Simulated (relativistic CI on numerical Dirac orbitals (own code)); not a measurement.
Method of calculation: Dirac-Coulomb-Breit CI, KLI orbitals optimised for each configuration, QED by a radiative potential, unscaled Slater integrals (own radial code, finite nucleus).

The strongest absorption lines from the ground level of an ion, among the configurations computed and to levels below about 2660 eV (vacuum wavelength in Å, gf): 6.3257 (0.71), 6.8032 (1.7), 6.8621 (0.031), 7.0728 (0.11), 7.7248 (0.27), 32.637 (0.86), 46.806 (0.43), 63.298 (0.0027).

Which ion is it?
A. Sm⁴⁴⁺
B. Sm⁴⁶⁺
C. Sm⁴²⁺
D. Yb⁵²⁺

A. Sm⁴⁴⁺ has 18 electrons and the ground level 3s2 3p6 1S_0; the strongest line goes to 3s2 3p5 4d 1P°_1. The pattern of lines fixes the number of electrons, and along that sequence the line energies rise steadily with the charge (about as its square where n changes within one kind of shell, about linearly where n is kept but much faster in heavy ions where fine structure, which grows about as Z⁴, sets the gap, and irregularly where shells cross), which fixes Z. Configurations outside the model, such as inner-shell arrays, can give stronger lines. At this charge energies of transitions that change n are usually good to better than 1 %, and those within a shell (Δn = 0) to a few per cent.

LS names give the leading component of a level, which can be under half, so a name can repeat, a term be missing and a line seem to break the LS rules.
